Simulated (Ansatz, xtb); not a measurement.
Relative energy of two isomers of CH4OSSi

We compare I, `C[Si](=O)S`, a singlet, with II, `C[Si](O)=S`, a singlet. Both are isolated molecules in the gas phase, relaxed with PBE0-D3(BJ)/pcseg-1; the shapes shown needn't be the lowest conformers.

I (Å):

```xyz
8

C    -0.5111   -0.2489    1.0615
O    -0.6246    2.1281   -0.8186
S    -3.4167    0.8095    0.0732
Si   -1.3192    1.0374    0.0004
H    -0.0069    0.2465    1.9008
H     0.2584   -0.7661    0.4761
H    -1.2270   -0.9794    1.4530
H    -3.6386    1.8599   -0.7503
```

II (Å):

```xyz
8

C    -0.6676   -0.0958    1.2370
O    -1.1408    1.2361   -1.1507
S    -3.7646    1.3028    0.6721
Si   -1.9196    0.8391    0.2493
H     0.2119    0.5367    1.4101
H    -0.3346   -0.9752    0.6720
H    -1.0844   -0.4135    2.1967
H    -1.6749    1.7381   -1.7827
```

Quicker runs give these differences E(II) − E(I): GFN2-xTB +10.7 kJ/mol; HF/STO-3G −66.5 kJ/mol (at GFN2-xTB geometries); r2SCAN-D4/def2-SVP −84.6 kJ/mol (at GFN2-xTB geometries).

Q: Which of the two would you expect CCSD(T)/def2-TZVP electronic energies to favour?

A: Structure II; the calculation gives E(II) − E(I) = −77.8 kJ/mol.

How the difference moves with the method:

| level | geometry | E(II) − E(I) (kJ/mol) | departure from the last row (kJ/mol) | job, with rough time for the two |
| --- | --- | --- | --- | --- |
| GFN2-xTB | GFN2-xTB | +10.7 | +88.5 | optimisation, 0.38 s |
| HF/STO-3G | GFN2-xTB | −66.5 | +11.4 | single point, 0.63 s |
| r2SCAN-D4/def2-SVP | GFN2-xTB | −84.6 | −6.7 | single point, 4.1 s |
| PBE0-D3(BJ)/pcseg-1 | PBE0-D3(BJ)/pcseg-1 | −77.7 | +0.2 | optimisation, 84 s |
| HF/def2-TZVP | PBE0-D3(BJ)/pcseg-1 | −99.4 | −21.5 | part of the CCSD(T) run |
| MP2/def2-TZVP | PBE0-D3(BJ)/pcseg-1 | −76.5 | +1.3 | part of the CCSD(T) run |
| CCSD(T)/def2-TZVP | PBE0-D3(BJ)/pcseg-1 | −77.8 |  | single point, 77 s |

As drawn, II has 1 O–Si, 1 S=Si, 1 O–H in place of 1 O=Si, 1 S–Si, 1 S–H.

GFN2-xTB puts the two in the other order. The largest departure from CCSD(T)/def2-TZVP is that of GFN2-xTB, 88.5 kJ/mol. A small imaginary or near-zero mode remains, so no thermal terms are given.

The correlated steps freeze 12 core orbitals. Run with Ansatz 0.2.0, xtb 6.7.1; the last row on 2 threads of Intel(R) Xeon(R) Processor @ 2.50GHz (Skylake/Cascade Lake) on a shared host.
